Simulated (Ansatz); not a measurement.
`C#CBN` + `C[SiH2][Al]([F])[F]` → `C#CB[SiH2]C` + `[NH2][Al]([F])[F]`  (redistribution)

Calculated with Ansatz (gas phase, PBE0-D4/def2-TZVP geometries, no zero-point term in ΔE). CCSD(T)/CBS adds triple-zeta CCSD(T) − MP2 to the extrapolated MP2 energy (def2 sets, frozen cores). DFT in def2-TZVPP. B3LYP here is the variant with VWN-RPA as its local correlation; programs differ in this. Each species was taken in one conformer, which may not be the lowest.

`C#CBN`:

```xyz
8

C     1.678    0.819    1.131
C     0.752    0.204    0.661
B    -0.416   -0.599    0.093
N    -1.071   -0.171   -1.053
H     2.495    1.360    1.547
H    -0.780   -1.605    0.628
H    -1.843   -0.672   -1.456
H    -0.815    0.665   -1.551
```

`C[SiH2][Al]([F])[F]`:

Cartesian coordinates in Å:
```
C 0.475 0.309 -1.513
Si 0.659 -0.419 0.207
Al -1.258 0.057 1.632
F -2.562 0.887 1.064
F -1.328 -0.429 3.202
H 0.374 1.395 -1.467
H 1.349 0.072 -2.123
H -0.410 -0.090 -2.012
H 0.822 -1.900 0.134
H 1.879 0.117 0.877
```

`C#CB[SiH2]C`:

Cartesian coordinates in Å:
```
C -1.983 0.364 -2.006
C -1.192 -0.401 -1.497
B -0.197 -1.293 -0.825
Si 0.923 -0.632 0.715
C 0.598 1.149 1.198
H -2.682 1.025 -2.464
H -0.075 -2.417 -1.218
H 0.671 -1.537 1.878
H 2.358 -0.813 0.341
H -0.447 1.283 1.488
H 1.229 1.456 2.034
H 0.797 1.816 0.356
```

`[NH2][Al]([F])[F]`:

Cartesian coordinates in Å:
```
N 0.399 -0.850 -0.211
Al -0.325 0.692 0.172
F 0.611 1.997 0.502
F -1.955 0.865 0.210
H 1.390 -1.019 -0.250
H -0.119 -1.686 -0.422
```

```
             level  ΔE (kcal/mol)  difference from CCSD(T)/CBS
            PBE-D4           20.1                          3.2
         r2SCAN-D4           16.7                         -0.2
           PBE0-D4           19.3                          2.4
          B3LYP-D4           17.6                          0.7
           ωB97X-V           18.0                          1.1
            B2PLYP           17.6                          0.7
               PBE           20.7                          3.8
            r2SCAN           16.9                          0.0
             B3LYP           18.4                          1.5
     HF/def2-TZVPP           15.8                         -1.1
SCS-MP2/def2-TZVPP           16.5                         -0.4
   CCSD/def2-TZVPP           16.9                          0.0
CCSD(T)/def2-TZVPP           17.2                          0.3
    MP2/def2-QZVPP           16.3                         -0.6
SCS-MP2/def2-QZVPP           16.2                         -0.7
      HF/CBS(def2)           15.6                         -1.3
       CCSD(T)/CBS           16.9                            0
```

Largest T1 diagnostic among the species: 0.014.

The D4 term adds −0.8 kcal/mol with B3LYP and −0.5 kcal/mol with PBE0; it sums over pairs of atoms, weighted by their polarisabilities, and B3LYP, whose exchange is more repulsive, gets the larger term. From PBE to PBE0 (25 % exact exchange), in def2-TZVPP and without D4, ΔE moves by −0.9 kcal/mol.
